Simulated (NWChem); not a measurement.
# C$_{3}$H$_{3}$BFN; SMILES FB1C=CC=N1

```xyz
9

F      0.0402    -2.0690     0.0000
B      0.0089    -0.7509     0.0000
C      1.2506     0.2420     0.0000
C      0.6598     1.4467     0.0000
C     -0.8500     1.2398     0.0000
N     -1.2607     0.0247     0.0000
H      2.3209     0.0695     0.0000
H      1.1242     2.4299     0.0000
H     -1.5418     2.0883     0.0000
```
Atoms are numbered in this order, from 1.

All runs: NWChem. Pople sets run with spherical d functions. STO-3G and 3-21G are far too small for this property and stand as cheap habits. All runs use the structure optimised with B3LYP/6-31G* (spherical d). GIAO values for the isolated, static molecule; σ is the absolute isotropic shielding, δ = σ(reference) − σ with the isolated reference molecule computed at the same levels (11B: boron trifluoride, 13C: tetramethylsilane, 19F: trichlorofluoromethane, 1H: tetramethylsilane).

```
level                δ F1 (ppm)  δ B2 (ppm)  δ C3 (ppm)  δ C5 (ppm)  δ H7 (ppm)  δ H8 (ppm)  δ H9 (ppm)
-------------------  ----------  ----------  ----------  ----------  ----------  ----------  ----------
BHandHLYP/pcSseg-1        -55.3        31.7       145.0       203.0        6.43        6.79        8.52
B3LYP/6-311G**       (withheld)  (withheld)  (withheld)  (withheld)  (withheld)        6.75  (withheld)
Hartree-Fock/STO-3G        31.3        33.5       132.4       166.3        6.95        6.99        9.44
```

Task: What belongs in the gaps?

Result: 
- B3LYP/6-311G**, δ F1 (ppm): -67.5
- B3LYP/6-311G**, δ B2 (ppm): 32.6
- B3LYP/6-311G**, δ C3 (ppm): 141.1
- B3LYP/6-311G**, δ C5 (ppm): 198.9
- B3LYP/6-311G**, δ H7 (ppm): 6.22
- B3LYP/6-311G**, δ H9 (ppm): 8.64
